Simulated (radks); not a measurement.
Valence configurations of Ba+ (all share [Xe]). Method: Dirac Kohn-Sham, LDA (Slater exchange, Perdew-Wang correlation), spin-unpolarised, spherical densities, finite nucleus; open shells fill j = l - 1/2 first; Fermi nuclear charge, rms radius 4.8378 fm; computed with a radial shooting solver on a logarithmic mesh with Libxc functionals. Energies are relative to 6s1; eigenvalues in eV.

valence      E (eV)  e(4f5/2)  e(5d3/2)  e(6p1/2)  e(6s1/2)
6s1           0.000         -         -         -    -7.818
5d0.5 6s0.5   0.283         -    -6.735         -    -7.389
5d1           0.648         -    -6.134         -         -
4f0.5 6s0.5   2.207    -2.353         -         -    -7.301
6p1           2.531         -         -    -5.782         -
4f1           4.746    -2.189         -         -         -

NIST lists [Xe] 6s1 as the ground configuration; this level of theory agrees among the configurations tried. The energies are those of spherical spin-averaged densities, not of single terms.
